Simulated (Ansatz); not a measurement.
Total energies of `C[CH](C)[In]([F])[F]`.

```xyz
13

C     1.020   -0.899    0.673
C    -0.280   -0.349    0.108
C    -0.897    0.730    0.984
In   -0.013    0.349   -1.917
F    -1.023    1.755   -2.813
F     1.288   -0.306   -3.212
H     0.839   -1.317    1.670
H     1.778   -0.119    0.786
H     1.447   -1.690    0.054
H    -0.996   -1.168   -0.014
H    -0.228    1.585    1.110
H    -1.092    0.325    1.984
H    -1.843    1.104    0.587
```

Charge 0, multiplicity 1. Correlated methods include outer-core shells of In, which these sets cover unevenly. In: def2 effective core potential. Geometry: relaxed with PBE0-D4/def2-TZVP. It is one conformer, not always the lowest. Basis def2-TZVPP, Ansatz.

RPA on PBE orbitals: Hartree–Fock energy of these orbitals -505.86971 Eh, correlation -2.03734 Eh (frozen core).

```tsv
functional	energy without D4 (Eh)	D4 term (kJ/mol)
BLYP	-508.42619	-54.2
r2SCANh	-508.43707	-6.7
```

Q: Give the same for LDA (SPW92), PBE, revPBE, r2SCAN, B97M-V, PBE0, B3LYP, r2SCAN0, HSE06 (plane-wave form), BHLYP, CAM-B3LYP, LC-ωPBE, ωB97X-V, ωB97M-V, B2PLYP, PBE-QIDH. (Estimate.)

A: Ansatz gave: 
| functional | energy without D4 (Eh) | D4 term (kJ/mol) |
| --- | --- | --- |
| LDA (SPW92) | -505.83589 | – |
| PBE | -508.19708 | -25.0 |
| revPBE | -508.49646 | -74.1 |
| r2SCAN | -508.46785 | -6.3 |
| B97M-V | -508.48469 | – |
| PBE0 | -508.21173 | -21.3 |
| B3LYP | -508.62656 | -40.2 |
| r2SCAN0 | -508.39302 | -7.4 |
| HSE06 (plane-wave form) | -508.19483 | -19.9 |
| BHLYP | -508.31831 | -31.9 |
| CAM-B3LYP | -508.41652 | -21.7 |
| LC-ωPBE | -508.40496 | – |
| ωB97X-V | -508.43132 | – |
| ωB97M-V | -508.38109 | – |
| B2PLYP | -508.12039 | – |
| PBE-QIDH | -507.97036 | – |

B3LYP takes the VWN-RPA correlation (the form of Gaussian; ORCA's B3LYP/G). HSE06 is the plane-wave form, built on full-range PBE exchange. The double hybrids freeze the cores in their second-order part.

LC-ωPBE has ω = 0.4 bohr⁻¹.
